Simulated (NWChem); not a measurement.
C2H2F2OSi; SMILES C1(F)[Si@@H](OC=1)F

```xyz
8

F     -0.9258    -2.1256    -0.0505
C     -0.1905    -1.0294    -0.0464
C      1.1264    -0.8694    -0.2873
O      1.4447     0.4732    -0.1223
Si    -0.1616     0.7572     0.4123
F     -0.9292     1.8533    -0.4833
H      1.9328    -1.5616    -0.5491
H     -0.2528     1.2091     1.8156
```
Atoms are numbered in this order, from 1.

Program: NWChem. Pople sets run with spherical d functions. Geometry: optimised at PBE0/def2-SVP. GIAO values for the isolated, static molecule; σ is the absolute isotropic shielding, δ = σ(reference) − σ with the isolated reference molecule computed at the same levels (13C: tetramethylsilane, 19F: trichlorofluoromethane, 1H: tetramethylsilane, 17O: water, 29Si: tetramethylsilane).

```csv
level,δ F1 (ppm),δ C2 (ppm),δ C3 (ppm),δ O4 (ppm),δ Si5 (ppm),δ F6 (ppm),δ H7 (ppm)
KT2/pcSseg-1,(withheld),(withheld),(withheld),(withheld),(withheld),(withheld),7.53
"LDA (Slater exchange, VWN5)/pcSseg-1",-180.4,157.5,161.3,100.0,0.9,-144.9,7.49
B3LYP/6-31G*,-157.2,136.1,142.3,57.0,0.4,-115.9,7.12
```

Q: What belongs in the gaps?

A: 
- KT2/pcSseg-1, δ F1 (ppm): -182.7
- KT2/pcSseg-1, δ C2 (ppm): 143.5
- KT2/pcSseg-1, δ C3 (ppm): 148.5
- KT2/pcSseg-1, δ O4 (ppm): 79.6
- KT2/pcSseg-1, δ Si5 (ppm): -3.7
- KT2/pcSseg-1, δ F6 (ppm): -151.6
